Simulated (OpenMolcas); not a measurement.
An atom or ion with 72 electrons was computed by SS-CASPT2, IPEA 0.25 Eh, imaginary shift 0.1 Eh with spin-orbit coupling (OpenMolcas, ANO-RCC-VTZP, DKH2). The lowest levels that the run gave, each within 12 % of the measured value where one is at hand:

```csv
J,Parity,E (cm⁻¹),g
0,even,0.0,
1,even,4340,1.499
2,even,8190,1.477
3,even,11190,1.457
4,even,13230,1.403
0,even,19050,
4,even,21290,0.970
3,even,25060,0.905
2,even,25610,0.811
1,even,25690,1.398
5,even,26370,1.072
6,even,28700,1.126
```

Problem. Which ion is it, and what are the configurations and terms?

Solution. Os V (Z = 76, charge +4; active space 4 electrons in 5 orbitals (5d)). J, parity and g give the terms where levels are pure, and mixed ones are named by the computed weights; the size of the splittings, set against known spectra of the 72-electron sequence, gives the charge. In order, with the measured energies in cm⁻¹ (the list in Palmeri et al., Atoms 14, 22 (2026)): 5d⁴ ⁵D₀ [64 %], 5d⁴ ⁵D₁ (4311), 5d⁴ ⁵D₂ (8083), 5d⁴ ⁵D₃ (11018), 5d⁴ ⁵D₄ [70 %] (12966), 5d⁴ ³P₀(1) [52 %], 5d⁴ ³H₄ [57 %] (20374), 5d⁴ ³G₃ [61 %] (23942), 5d⁴ ³F₂(1) [68 %], 5d⁴ ³P₁(1) (24680), 5d⁴ ³H₅ (25344), 5d⁴ ³H₆ (27669).

CASPT2 breaks the degeneracy within a term, and the mean is taken; among the terms shown or strongly mixed into the levels shown the widest spread is 110 cm-1 (5d⁴ ³F(1)). Measured partners are found by configuration, term and J. A level has none where our copy of the source lacks it or the pairing is in doubt (some pairs that miss far off the trend of their configuration count as doubtful), and it then counts in no deviation. Levels of configurations outside the active space are missing.

A share in square brackets marks a mixed level and gives the weight of the term that names it. A number in round brackets counts repeated terms of one configuration in the order of the reference energies.
